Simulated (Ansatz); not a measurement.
System (SMILES): [F][Ge] (F-Ge), doublet.
Atoms: Ge1, F2. Bonds: Ge1-F2.

Basis-set convergence of the highest harmonic wavenumber at HF with Ansatz (a program for electronic structure). Each level at its own minimum, finite differences of forces, unscaled; the reference is a large set that could be run, not a limit. All functions are spherical. The program fits the integrals of some runs and decomposes those of others, by size. Open shells are unrestricted. No added dispersion term, no relativity. Reference: the value in def2-QZVPPD, 707 cm⁻¹, itself unsure by roughly 2 cm⁻¹ (its mean distance from pcseg-3, def2-QZVPP, cc-pVQZ). Deviations are taken from unrounded values.

| basis | functions | highest harmonic wavenumber (cm⁻¹) | minus reference (cm⁻¹) |
|---|---|---|---|
| pcseg-0 | 31 | 732 | 25 |
| pcseg-1 | 41 | 678 | -28 |
| def2-SVPD | 61 | 675 | -32 |
| cc-pVTZ | 73 | 707 | 0 |
| def2-TZVPP | 79 | 709 | 2 |
| aug-cc-pVTZ | 105 | 699 | -8 |
| aug-pcseg-2 | 105 | 704 | -3 |
| def2-QZVPP | 146 | 707 | 1 |
| def2-QZVPPD | 161 | 707 | 0 |
